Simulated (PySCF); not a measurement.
BrF₂⁻: bending curve

All numbers come from PBE0 in PySCF with Br def2-TZVPD, F def2-TZVPD; no relativity; density-fitted integrals.

Rigid scan from the singlet minimum (Br–F 1.960 Å (×2); F–Br–F 180.0°). Coordinate: the F–Br–F angle, bonds fixed. Energies in kJ/mol from the minimum.

(1) Predict the curve at 80, 90, 100, 110, 120, 130, 140, 150, 160, 170, 180.

Answers

(1) 
| bond angle (°) | E (kJ/mol) | dipole size (D, about the centre of mass) |
| --- | --- | --- |
| 80 | 490.9 | 2.09 |
| 90 | 423.8 | 2.20 |
| 100 | 355.5 | 2.27 |
| 110 | 286.6 | 2.24 |
| 120 | 219.6 | 2.11 |
| 130 | 157.6 | 1.89 |
| 140 | 103.4 | 1.59 |
| 150 | 59.3 | 1.24 |
| 160 | 26.7 | 0.85 |
| 170 | 6.7 | 0.43 |
| 180 | 0.0 | 0.00 |

The scan took of the order of 100 core-seconds on a shared host.
